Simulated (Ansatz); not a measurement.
`c1cc2ccc3ccc4cncc(c2c1)c34`. Charge 0, multiplicity 1. Geometry r2SCAN-D4/def2-SVP; atoms count from 1.

```xyz
25

C     2.450    0.980   -2.606
C     1.510    1.957   -2.321
C     0.636    1.453   -1.310
C    -0.421    2.181   -0.792
C    -1.368    1.832    0.201
C    -1.448    0.641    0.899
C    -2.452    0.334    1.916
C    -2.242   -0.924    2.401
C    -1.086   -1.495    1.715
C    -0.452   -2.719    1.819
N     0.628   -3.027    1.058
C     1.078   -2.133    0.203
C     0.522   -0.821   -0.013
C     1.108    0.065   -0.979
C     2.209   -0.172   -1.791
C    -0.597   -0.525    0.786
H     3.257    1.064   -3.337
H     1.428    2.946   -2.773
H    -0.541    3.185   -1.220
H    -2.119    2.592    0.441
H    -3.237    1.029    2.220
H    -2.826   -1.434    3.169
H    -0.795   -3.492    2.518
H     1.953   -2.435   -0.385
H     2.807   -1.083   -1.820
```

(1) Estimate the Mulliken populations from the PBE0/def2-TZVP orbitals of Ansatz.

(2) And the Mayer bond orders between heavy atoms (over 0.3)?

## Answers

(1) 
```
atom  charge (e)
  C1       -0.12
  C2       -0.21
  C3        0.06
  C4       -0.19
  C5       -0.20
  C6        0.02
  C7       -0.14
  C8       -0.23
  C9        0.13
 C10       -0.06
 N11       -0.19
 C12       -0.12
 C13        0.10
 C14        0.16
 C15       -0.21
 C16        0.07
 H17        0.12
 H18        0.12
 H19        0.12
 H20        0.12
 H21        0.13
 H22        0.13
 H23        0.13
 H24        0.12
 H25        0.12
```
Mulliken values depend strongly on the basis.

(2) C1–C2 1.55 (1.39 Å); C1–C15 1.26 (1.43 Å); C2–C3 1.20 (1.43 Å); C3–C4 1.44 (1.38 Å); C3–C14 1.01 (1.50 Å); C4–C5 1.24 (1.42 Å); C5–C6 1.44 (1.38 Å); C6–C7 1.08 (1.46 Å); C6–C16 1.14 (1.45 Å); C7–C8 1.69 (1.36 Å); C8–C9 1.07 (1.46 Å); C9–C10 1.38 (1.38 Å); C9–C16 1.23 (1.43 Å); C10–N11 1.37 (1.36 Å); N11–C12 1.66 (1.32 Å); C12–C13 1.22 (1.44 Å); C13–C14 1.04 (1.44 Å); C13–C16 1.23 (1.41 Å); C14–C15 1.51 (1.39 Å).
